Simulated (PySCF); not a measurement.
Si(Cl)3(NCO) (CCl3NOSi), SMILES O=C=N[Si](Cl)(Cl)Cl. Heavy atoms are numbered as in [O:1]=[C:2]=[N:3][Si:4]([Cl:5])([Cl:6])[Cl:7].

The structure is a stationary point at PBE0-D3(BJ)/def2-SVP. One conformer was computed; it need not be the lowest.

Calculation: M06-2X/def2-TZVP in PySCF.

Atomic charges (e), one atom of each kind:

| atom | Löwdin | IAO | Mulliken |
|---|---|---|---|
| O1 | 0.21 | -0.36 | -0.18 |
| C2 | -0.31 | 0.60 | 0.23 |
| N3 | 0.07 | -0.64 | -0.19 |
| Si4 | -0.85 | 1.25 | 0.62 |
| Cl5 | 0.29 | -0.29 | -0.16 |

Q: Give the Mayer and Wiberg (Löwdin basis) orders of the bonds. (An estimate is asked for; the answer gives what the named calculation found.)

A: 
```json
[
 {"bond": "O1–C2", "Mayer": "2.17", "Wiberg": "2.87"},
 {"bond": "C2–N3", "Mayer": "2.05", "Wiberg": "2.43"},
 {"bond": "N3–Si4", "Mayer": "1.19", "Wiberg": "1.35"},
 {"bond": "Si4–Cl5", "Mayer": "1.24", "Wiberg": "1.87"},
 {"bond": "Si4–Cl6", "Mayer": "1.24", "Wiberg": "1.87"},
 {"bond": "Si4–Cl7", "Mayer": "1.24", "Wiberg": "1.87"}
]
```
